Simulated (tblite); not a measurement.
Compound: C5H5F3Si.
Numbering: `[CH2:1]=[CH:2][C:3]1([Si:4]([F:5])([F:6])[F:7])[CH:8]=[CH:9]1` (hydrogens: H10, H11 on C1; H12 on C2; H13 on C8; H14 on C9)

Computed with GFN2-xTB (tblite), gas phase: L-BFGS steps from a force-field or distance-geometry start until the largest atomic force falls under 0.01 eV/Å.

Step 76: E = -795.3254 eV
```
atom  x, y, z in Å  |  force x, y, z in eV/Å
C1      2.1716    0.0176   -0.5467   -0.027  -0.010  -0.021
C2      0.9153    0.3284   -0.8148    0.033  -0.029   0.020
C3     -0.2110    0.1364    0.1481    0.018   0.032  -0.038
Si4    -1.7062   -0.7619   -0.5259   -0.002   0.046   0.005
F5     -2.9188   -0.8197    0.4993   -0.009   0.043   0.007
F6     -1.5194   -2.2824   -0.9460    0.056   0.014  -0.013
F7     -2.2882   -0.0735   -1.8352   -0.051  -0.031  -0.017
C8     -0.4008    1.2026    1.2241   -0.006  -0.037   0.042
C9      0.1179    0.0925    1.6321    0.034  -0.042  -0.053
H10     2.9673    0.1543   -1.2596   -0.048   0.043   0.001
H11     2.4605   -0.4034    0.4041   -0.044   0.035  -0.021
H12     0.6304    0.7470   -1.7728    0.058  -0.068   0.012
H13    -0.7512    2.1893    1.3875   -0.009   0.033  -0.012
H14     0.5320   -0.5278    2.3835   -0.001  -0.031   0.088
```

Step 77: E = -795.3293 eV
```
atom  x, y, z in Å  |  force x, y, z in eV/Å
C1      2.1807    0.0425   -0.5352   -0.021  -0.047  -0.047
C2      0.9181    0.3057   -0.8220    0.005   0.033   0.014
C3     -0.2065    0.1164    0.1428   -0.031   0.076  -0.023
Si4    -1.7185   -0.7582   -0.5258    0.023   0.044  -0.004
F5     -2.9236   -0.7950    0.5094   -0.001   0.025  -0.005
F6     -1.5475   -2.2783   -0.9543    0.036   0.018   0.000
F7     -2.3024   -0.0613   -1.8299   -0.049  -0.029  -0.010
C8     -0.3869    1.1897    1.2155   -0.035  -0.074   0.093
C9      0.1160    0.0736    1.6304    0.076   0.001  -0.072
H10     2.9718    0.1832   -1.2503    0.005   0.044  -0.011
H11     2.4763   -0.3499    0.4252   -0.044   0.039  -0.009
H12     0.6337    0.6988   -1.7938    0.049  -0.115   0.102
H13    -0.7421    2.1772    1.3787    0.037  -0.037  -0.031
H14     0.5304   -0.5449    2.3871   -0.049   0.021   0.004
```

Step 78: E = -795.3316 eV
```
atom  x, y, z in Å  |  force x, y, z in eV/Å
C1      2.1839    0.0563   -0.5287    0.072  -0.081   0.069
C2      0.9198    0.2914   -0.8269   -0.068   0.062   0.007
C3     -0.2047    0.1066    0.1378   -0.056   0.084  -0.001
Si4    -1.7275   -0.7538   -0.5257    0.037   0.026  -0.015
F5     -2.9289   -0.7802    0.5144    0.011   0.018  -0.014
F6     -1.5642   -2.2739   -0.9592    0.024   0.030   0.012
F7     -2.3138   -0.0547   -1.8275   -0.046  -0.024  -0.004
C8     -0.3783    1.1809    1.2125   -0.050  -0.069   0.098
C9      0.1181    0.0610    1.6264    0.090   0.017  -0.049
H10     2.9737    0.2009   -1.2425    0.048   0.036  -0.038
H11     2.4859   -0.3108    0.4430   -0.083   0.065  -0.096
H12     0.6380    0.6627   -1.8086    0.031  -0.125   0.127
H13    -0.7354    2.1694    1.3762    0.067  -0.086  -0.039
H14     0.5327   -0.5565    2.3866   -0.077   0.050  -0.056
```

Step 79: E = -795.3346 eV
```
atom  x, y, z in Å  |  force x, y, z in eV/Å
C1      2.1941    0.0845   -0.5119   -0.115  -0.030  -0.070
C2      0.9238    0.2681   -0.8331    0.062   0.072  -0.034
C3     -0.2015    0.0895    0.1294   -0.085   0.066   0.016
Si4    -1.7419   -0.7461   -0.5262    0.029  -0.019  -0.031
F5     -2.9365   -0.7520    0.5237    0.046   0.004  -0.039
F6     -1.5974   -2.2679   -0.9664    0.005   0.077   0.033
F7     -2.3355   -0.0399   -1.8217   -0.028  -0.029   0.016
C8     -0.3649    1.1628    1.2084   -0.065  -0.046   0.078
C9      0.1237    0.0381    1.6184    0.086   0.034  -0.002
H10     2.9799    0.2346   -1.2282    0.084   0.018  -0.035
H11     2.5003   -0.2416    0.4707   -0.079   0.059  -0.050
H12     0.6431    0.5946   -1.8354    0.061  -0.151   0.264
H13    -0.7230    2.1530    1.3662    0.096  -0.121  -0.024
H14     0.5352   -0.5782    2.3839   -0.098   0.067  -0.122
```

Task: Estimate the geometry and energy of step 80. (The exact step hangs on the optimiser's Hessian estimate; all steps are aligned on step 79, rigid shifts and turns removed.)

Result: E = -795.3384 eV, largest force 0.226 eV/Å
```
atom  x, y, z in Å  |  force x, y, z in eV/Å
C1      2.1897    0.0876   -0.5100    0.171  -0.017   0.048
C2      0.9242    0.2611   -0.8340   -0.195   0.086  -0.076
C3     -0.2029    0.0912    0.1262   -0.064   0.028   0.056
Si4    -1.7456   -0.7376   -0.5276    0.023  -0.020  -0.047
F5     -2.9406   -0.7426    0.5207    0.030   0.000  -0.016
F6     -1.5899   -2.2578   -0.9659   -0.005   0.030   0.023
F7     -2.3482   -0.0405   -1.8236   -0.016  -0.015   0.013
C8     -0.3596    1.1560    1.2145   -0.056   0.007   0.008
C9      0.1313    0.0290    1.6133    0.040   0.035   0.072
H10     2.9733    0.2444   -1.2261    0.126  -0.019  -0.044
H11     2.4959   -0.2158    0.4796   -0.054   0.045  -0.045
H12     0.6513    0.5624   -1.8423   -0.012  -0.092   0.167
H13    -0.7149    2.1477    1.3685    0.101  -0.120   0.001
H14     0.5355   -0.5857    2.3847   -0.089   0.050  -0.161
```

The energy changes by -0.0038 eV. The first-order estimate −F·Δx gives -0.0070 eV and the mean of the old and new forces, exact on a quadratic surface, -0.0038 eV. The step makes an angle of 75° with the force vector and moves no atom by more than 0.034 Å.

The cost below is that of the whole relaxation. Hardware: one thread, Intel Xeon at 2.50 GHz (x86_64), no GPU, on a shared host. Cost: 4.8 s wall, 2.7 s CPU.
